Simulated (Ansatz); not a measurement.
Isolated molecules relaxed with PBE0-D4/def2-TZVP in Ansatz; ΔE leaves out vibrations. CBS: MP2 limit from def2 TZ/QZ plus the TZ coupled-cluster correction, frozen cores. This one scheme is used for every species. DFT in def2-TZVPP. B3LYP here is the variant with VWN-RPA as its local correlation; programs differ in this. For Ga outer-core shells are correlated without core-valence functions, which leaves a few kJ/mol of doubt a bond. Scalar relativity is left out up to krypton. One conformer a species, not always the lowest.

Reaction (substitution at a C–O bond): `O[B-]1(O)OC=CC=[O+]1` + `[OH][Ga]([Cl])[Cl]` → `[Cl][Ga-]1([Cl])[O]C=CC=[O+]1` + `OB(O)O`

`O[B-]1(O)OC=CC=[O+]1`:

Z-matrix (Å, degrees):
```
B
O 1 1.548
O 1 1.403 2 110.7
O 1 1.544 2 106.7 3 -113.3
O 1 1.410 2 104.0 3 130.6
C 2 1.266 1 122.6 3 130.7
H 3 0.958 1 111.4 2 76.1
C 4 1.266 1 122.5 2 -18.1
H 5 0.958 1 111.3 2 -164.7
C 6 1.384 2 124.1 1 -7.4
H 6 1.091 2 115.2 1 174.5
H 8 1.091 4 115.2 1 -172.9
H 10 1.079 6 121.4 2 -179.8
```

`[OH][Ga]([Cl])[Cl]`:

```xyz
5

O     0.094   -0.219    1.394
Ga    0.123   -0.103   -0.367
Cl    1.392   -1.394   -1.449
Cl   -1.098    1.310   -1.378
H    -0.511    0.407    1.800
```

`[Cl][Ga-]1([Cl])[O]C=CC=[O+]1`:

Z-matrix (Å, degrees):
```
Ga
O 1 1.909
Cl 1 2.132 2 109.2
O 1 1.909 2 96.0 3 112.8
Cl 1 2.132 2 109.2 3 -134.4
C 2 1.268 1 123.1 3 -112.7
C 4 1.267 1 123.1 2 -0.1
C 6 1.389 2 127.1 1 -0.1
H 6 1.094 2 114.8 1 180.0
H 7 1.094 4 114.8 1 -179.9
H 8 1.081 6 118.3 2 -180.0
```

`OB(O)O`:

```xyz
7

O    -0.345    0.845    1.016
B     0.000    0.000    0.000
O    -0.303    0.326   -1.292
O     0.648   -1.170    0.275
H    -0.794    1.631    0.698
H    -0.010   -0.345   -1.913
H     0.804   -1.286    1.215
```

```json
{"level": "r2SCAN-D4", "ΔE (kJ/mol)": "-144.4"}
{"level": "B3LYP-D4", "ΔE (kJ/mol)": "-151.1"}
{"level": "B2PLYP", "ΔE (kJ/mol)": "-147.5"}
{"level": "r2SCAN", "ΔE (kJ/mol)": "-143.4"}
{"level": "B3LYP", "ΔE (kJ/mol)": "-145.7"}
{"level": "CCSD/def2-TZVPP", "ΔE (kJ/mol)": "-152.5"}
{"level": "CCSD(T)/def2-TZVPP", "ΔE (kJ/mol)": "-148.4"}
{"level": "MP2/def2-QZVPP", "ΔE (kJ/mol)": "-144.7"}
```

Q: What does CCSD(T)/CBS give? (Best estimate.)

A: The calculation gave: -146.6 kJ/mol. The listed levels differ from it by 2.2, -4.5, -0.9, 3.2, 0.9, -5.9, -1.8, 1.9 kJ/mol.

Largest T1 diagnostic among the species: 0.017.

In def2-TZVPP, CCSD(T) changes the Hartree–Fock value by +31.1 kJ/mol (the triples alone add +4.2 kJ/mol) and MP2 by +33.6 kJ/mol. From PBE to PBE0 (25 % exact exchange), in def2-TZVPP and without D4, ΔE moves by −10.8 kJ/mol.
